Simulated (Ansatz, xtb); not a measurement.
Species: sum formula SiBrF, net charge 1, doublet state. 
Structure (B3LYP-D3(BJ)/def2-TZVP (Ansatz, a program for electronic structure) minimum search):
```
Si
F 1 1.5523
Br 1 2.1374 2 120.84
```
Charge +1, spin multiplicity 2.

Harmonic wavenumbers from GFN2-xTB (xtb, at its own minimum), cm⁻¹: 138, 463, 962.

Q: Give the harmonic wavenumbers at B3LYP-D3(BJ)/def2-TZVP (Ansatz, finite differences of forces, unscaled).

A: 199, 450, 996 cm⁻¹. Zero-point energy 2.4 kcal/mol.

Q: From these and the geometry, give the ideal-gas thermochemistry at 298.15 K and 1 atm (rigid rotor, harmonic oscillator).

A: Point group Cs, rotational symmetry number 1. Rotational constants 37.36, 2.509, 2.351 GHz. S(trans) 40.43, S(rot) 24.79, S(vib) 3.03, S(elec, spin only) 1.38, S 69.6 cal/(mol K). H(298) - H(0) 2.91 kcal/mol; G - E(el) -15.5 kcal/mol.
